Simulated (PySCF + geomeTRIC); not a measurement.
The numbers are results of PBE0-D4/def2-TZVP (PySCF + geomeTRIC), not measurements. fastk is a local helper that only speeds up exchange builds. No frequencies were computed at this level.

```python
import json, numpy as np
from pyscf import gto, dft
from fastk import lowrank_exchange
atoms = """
O      1.613247     0.898169     0.792191
Si     0.962751    -0.258797    -0.157858
Si    -1.339533    -0.245009    -0.063027
H      1.418014     1.823871     0.685435
H      1.463036    -0.067134    -1.528890
H      1.612262    -1.433321     0.416276
H     -1.927899     1.035316    -0.487653
H     -1.882599    -0.484050     1.278880
H     -1.919279    -1.269045    -0.935355
"""
def scf(charge, spin, dm0=None):
    mol = gto.M(atom=atoms, basis='def2-tzvp', ecp={}, charge=charge, spin=spin, verbose=3, max_memory=3780)
    mf = dft.KS(mol, xc='pbe0').density_fit(auxbasis="def2-universal-jkfit")
    mf.disp = 'd4'
    mf.grids.level = 3
    mf.conv_tol = 1e-8
    mf.max_cycle = 60
    mf.kernel(dm0)
    if not mf.converged:
        mf = mf.newton().run(mf.mo_coeff, mf.mo_occ).undo_soscf()
    return mf
mf = scf(0, 0)
from pyscf.geomopt.geometric_solver import kernel as optimize
path = []
done, mol = optimize(mf, maxsteps=80, assert_convergence=False, callback=lambda env: path.append((env["energy"], bool(env["g_scanner"].converged))))
res = dict(converged=bool(done and path[-1][1]), energy=path[-1][0], path=[e for e, c in path], xyz=mol.atom_coords(unit="Angstrom").tolist(), nao=mol.nao)
json.dump(res, open("result.json", "w"))
```

Output:

```
converged SCF energy = -657.567547254364
Geometry optimization cycle 1
converged SCF energy = -657.567547253225
cycle 1: E = -657.567547253  dE = -657.568  norm(grad) = 0.0310673
Geometry optimization cycle 2
converged SCF energy = -657.571415264187
cycle 2: E = -657.571415264  dE = -0.00386801  norm(grad) = 0.00884768
Geometry optimization cycle 3
converged SCF energy = -657.571675811297
cycle 3: E = -657.571675811  dE = -0.000260547  norm(grad) = 0.00314071
Geometry optimization cycle 4
converged SCF energy = -657.571719706734
cycle 4: E = -657.571719707  dE = -4.38954e-05  norm(grad) = 0.00179762
Geometry optimization cycle 5
converged SCF energy = -657.571726865016
cycle 5: E = -657.571726865  dE = -7.15828e-06  norm(grad) = 0.000912971
Geometry optimization cycle 6
converged SCF energy = -657.571728486322
cycle 6: E = -657.571728486  dE = -1.62131e-06  norm(grad) = 0.000185599
Geometry optimization cycle 7
converged SCF energy = -657.571728780483
cycle 7: E = -657.57172878  dE = -2.94161e-07  norm(grad) = 0.000176988
Geometry optimization cycle 8
converged SCF energy = -657.571728940122
cycle 8: E = -657.57172894  dE = -1.59639e-07  norm(grad) = 0.00024448
Geometry optimization cycle 9
converged SCF energy = -657.571728985168
cycle 9: E = -657.571728985  dE = -4.50457e-08  norm(grad) = 0.00016331
Geometry optimization cycle 10
converged SCF energy = -657.571728954317
cycle 10: E = -657.571728954  dE = 3.08513e-08  norm(grad) = 6.79495e-05
Geometry optimization cycle 11
converged SCF energy = -657.571728931854
cycle 11: E = -657.571728932  dE = 2.24622e-08  norm(grad) = 0.00014733
<class 'geometric.internal.Distance'> : 8
<class 'geometric.internal.Angle'> : 13
<class 'geometric.internal.Dihedral'> : 12
<class 'geometric.internal.TranslationX'> : 1
<class 'geometric.internal.TranslationY'> : 1
<class 'geometric.internal.TranslationZ'> : 1
<class 'geometric.internal.RotationA'> : 1
<class 'geometric.internal.RotationB'> : 1
<class 'geometric.internal.RotationC'> : 1
Step    0 : Gradient = 1.036e-02/1.600e-02 (rms/max) Energy = -657.5675472532
Step    1 : Displace = 4.846e-02/8.162e-02 (rms/max) Trust = 1.000e-01 (=) Grad = 2.949e-03/5.808e-03 (rms/max) E (change) = -657.5714152642 (-3.868e-03) Quality = 1.102
Step    2 : Displace = 1.368e-02/2.091e-02 (rms/max) Trust = 1.414e-01 (+) Grad = 1.047e-03/2.183e-03 (rms/max) E (change) = -657.5716758113 (-2.605e-04) Quality = 1.249
Step    3 : Displace = 6.929e-03/1.460e-02 (rms/max) Trust = 2.000e-01 (+) Grad = 5.992e-04/1.275e-03 (rms/max) E (change) = -657.5717197067 (-4.390e-05) Quality = 1.197
Step    4 : Displace = 3.049e-03/5.517e-03 (rms/max) Trust = 2.828e-01 (+) Grad = 3.043e-04/6.536e-04 (rms/max) E (change) = -657.5717268650 (-7.158e-06) Quality = 1.270
Step    5 : Displace = 1.869e-03/2.921e-03 (rms/max) Trust = 3.000e-01 (+) Grad = 6.187e-05/1.217e-04 (rms/max) E (change) = -657.5717284863 (-1.621e-06) Quality = 1.154
Step    6 : Displace = 1.119e-03/1.823e-03 (rms/max) Trust = 3.000e-01 (=) Grad = 5.900e-05/1.321e-04 (rms/max) E (change) = -657.5717287805 (-2.942e-07) Quality = 1.127
Step    7 : Displace = 1.409e-03/2.523e-03 (rms/max) Trust = 3.000e-01 (=) Grad = 8.149e-05/1.794e-04 (rms/max) E (change) = -657.5717289401 (-1.596e-07) Quality = 0.787
Step    8 : Displace = 1.322e-03/2.528e-03 (rms/max) Trust = 3.000e-01 (=) Grad = 5.444e-05/1.051e-04 (rms/max) E (change) = -657.5717289852 (-4.505e-08) Quality = 0.297
Step    9 : Displace = 9.443e-04/1.967e-03 (rms/max) Trust = 3.000e-01 (=) Grad = 2.265e-05/3.710e-05 (rms/max) E (change) = -657.5717289543 (+3.085e-08) Quality = -0.267
Step   10 : Displace = 4.607e-04/1.106e-03 (rms/max) Trust = 4.722e-04 (-) Grad = 4.911e-05/9.855e-05 (rms/max) E (change) = -657.5717289319 (+2.246e-08) Quality = -0.163
Converged! =D
```

Cost: about 2.3 core-minutes (a rough figure).
